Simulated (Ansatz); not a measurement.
Ansatz (a quantum-chemistry and plane-wave program) input (CCSD(T)/aug-cc-pVDZ):

Ansatz 0.2 input:
```yaml
crystal:
  periodic: [false, false, false]
  atoms:
    - {symbol: C, position_ang: [1.08331416, -0.36964599, 0.01428232]}
    - {symbol: C, position_ang: [-0.11449762, 0.29184644, -0.57145929]}
    - {symbol: O, position_ang: [-1.13643185, 0.27846473, 0.23147453]}
    - {symbol: H, position_ang: [1.39523303, -1.17287007, -0.65956252]}
    - {symbol: H, position_ang: [1.90627708, 0.35094910, 0.01626492]}
    - {symbol: H, position_ang: [0.93967941, -0.77368304, 1.03389627]}
    - {symbol: H, position_ang: [-0.96263393, -0.16531657, 1.10066690]}
basis:
  gaussian:
    orbitals: aug-cc-pVDZ
magnetization: {spin_polarized: false}
correlation: {method: ccsd_t, electrons: outside_noble_gas}
output: {forces: true}
```

End of the output:

```
integrals: 0.15 GiB planned
1031 factors; integrals over basis functions are off by at most 8.9e-4 eV
mean field: 0.26 GiB planned
mean field evaluation 1: about -4156.8265 eV, gradient 3.1e1 eV
mean field evaluation 2: about -4156.8271 eV, gradient 3.1e1 eV
mean field evaluation 4: about -4159.3588 eV, gradient 3.8e0 eV
mean field evaluation 8: about -4159.4170 eV, gradient 7.0e-2 eV
mean field evaluation 16: about -4159.4092 eV, gradient 1.3e0 eV
mean field -4159.41707876 eV, -152.8557582901 hartree, gradient 2.2e-6 eV, S^2 0.000000; 0 other end points of the search recorded, 0 dependent functions left out; unrestricted orbitals would lower it
3 core orbitals not correlated
reference -4159.41707876 eV, -152.8557582901 hartree; 9, 9 occupied and 93, 93 virtual orbitals, 1031 factors
densities: 0.69 GiB planned
second order -12.78564534 eV of doubles, -0.00000000 eV of singles
coupled cluster: 0.46 GiB planned
cycle   1  -13.21029728 eV  change   -4.2e-1 eV  update   9.7e-2
cycle   2  -13.59349004 eV  change   -3.8e-1 eV  update   3.1e-2
cycle   3  -13.70773914 eV  change   -1.1e-1 eV  update   1.9e-2
cycle   4  -13.70088225 eV  change    6.9e-3 eV  update   6.1e-3
cycle   5  -13.69913858 eV  change    1.7e-3 eV  update   2.6e-3
cycle   6  -13.69962614 eV  change   -4.9e-4 eV  update   9.3e-4
cycle   7  -13.69941772 eV  change    2.1e-4 eV  update   4.1e-4
cycle   8  -13.69935212 eV  change    6.6e-5 eV  update   1.5e-4
cycle   9  -13.69941795 eV  change   -6.6e-5 eV  update   6.0e-5
cycle  10  -13.69940280 eV  change    1.5e-5 eV  update   2.2e-5
cycle  11  -13.69940395 eV  change   -1.1e-6 eV  update   8.7e-6
cycle  12  -13.69940911 eV  change   -5.2e-6 eV  update   3.4e-6
perturbative correction -0.47761194 eV, -0.0175519150 hartree
the calculation of the forces begins
Total energy: -4173.59409980 eV, -153.3767542040 hartree
Atom 0 at     1.083314    -0.369646     0.014282 Å, force     0.241762    -0.183133     0.230105 eV/Å
Atom 1 at    -0.114498     0.291846    -0.571459 Å, force     0.316079     0.344895    -1.016662 eV/Å
Atom 2 at    -1.136432     0.278465     0.231475 Å, force    -1.003783     0.021200     0.711235 eV/Å
Atom 3 at     1.395233    -1.172870    -0.659563 Å, force     0.103451    -0.334193    -0.274702 eV/Å
Atom 4 at     1.906277     0.350949     0.016265 Å, force     0.319316     0.309467     0.010767 eV/Å
Atom 5 at     0.939679    -0.773683     1.033896 Å, force    -0.065851    -0.138612     0.362329 eV/Å
Atom 6 at    -0.962634    -0.165317     1.100667 Å, force     0.089026    -0.019624    -0.023072 eV/Å
Dipole moment:     0.240948    -0.315594     0.529386 e Å
```
